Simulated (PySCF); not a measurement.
SCF from a fresh guess for triplet OsSF₂, at the B3LYP minimum. PySCF input:

```python
from pyscf import gto, scf, dft
mol = gto.M(atom='''
Os     0.141528    -0.000375     0.070319
S     -1.720179     0.004556    -0.854680
F     -0.032881    -0.001342     1.908734
F      1.501334    -0.002547    -1.179125''',
    basis={'Os': 'def2-SVP', 'S': 'def2-SVP', 'F': 'def2-SVP'},
    ecp={'Os': 'def2-SVP'},
    charge=0, spin=2)
mf = dft.UKS(mol, xc='B3LYP')
mf.grids.atom_grid = (50, 194)
aux = {'Os': 'def2-universal-JKFIT', 'S': 'def2-universal-JKFIT', 'F': 'def2-universal-JKFIT'}
mf = mf.density_fit(auxbasis=aux)
mf.conv_tol = 1e-08
mf.diis_space = 10
mf.max_cycle = 60
mf.init_guess = 'minao'
mf.verbose = 4
mf.kernel()
```

Excerpt of the output (cycles alone):

```
init E= -676.290467549517
cycle= 1 E= -687.984263013807  delta_E= -11.7  |g|= 0.857  |ddm|= 5.76
cycle= 2 E= -686.462215113859  delta_E= 1.52  |g|= 1.85  |ddm|= 2.86
cycle= 3 E= -688.342039774969  delta_E= -1.88  |g|= 0.209  |ddm|= 2.34
cycle= 4 E= -688.297333500185  delta_E= 0.0447  |g|= 0.367  |ddm|= 0.375
cycle= 5 E= -688.357483503318  delta_E= -0.0602  |g|= 0.0333  |ddm|= 0.275
cycle= 6 E= -688.357969765069  delta_E= -0.000486  |g|= 0.0168  |ddm|= 0.0334
cycle= 7 E= -688.358111285575  delta_E= -0.000142  |g|= 0.00586  |ddm|= 0.0191
cycle= 8 E= -688.358149084711  delta_E= -3.78e-05  |g|= 0.0014  |ddm|= 0.0144
cycle= 9 E= -688.358155123894  delta_E= -6.04e-06  |g|= 0.000903  |ddm|= 0.0066
cycle= 10 E= -688.358156474793  delta_E= -1.35e-06  |g|= 0.000716  |ddm|= 0.00297
cycle= 11 E= -688.358157097491  delta_E= -6.23e-07  |g|= 0.000137  |ddm|= 0.00224
cycle= 12 E= -688.358157172971  delta_E= -7.55e-08  |g|= 5.77e-05  |ddm|= 0.000913
cycle= 13 E= -688.358157181738  delta_E= -8.77e-09  |g|= 5.07e-05  |ddm|= 0.000319
Extra cycle  E= -688.358157163569  delta_E= 1.82e-08  |g|= 0.000188  |ddm|= 0.000246
converged SCF energy = -688.358157163569  <S^2> = 2.0124924  2S+1 = 3.0083167
```

No lower solution of this spin was found from smeared starts or by a stability analysis within the unrestricted form.

Open d and f shells are described by one determinant, and the ground state may have another occupation or spin. No spin–orbit coupling is included, which matters more the heavier the element.

The search for the lowest solution, 3 starts and the stability check together, took 21 s on 2 threads of a shared Arm Neoverse N1 host, with 78 basis functions; the process peaked at 0.41 GiB. Launch command: `OMP_NUM_THREADS=2 python axn.py task.json out`.
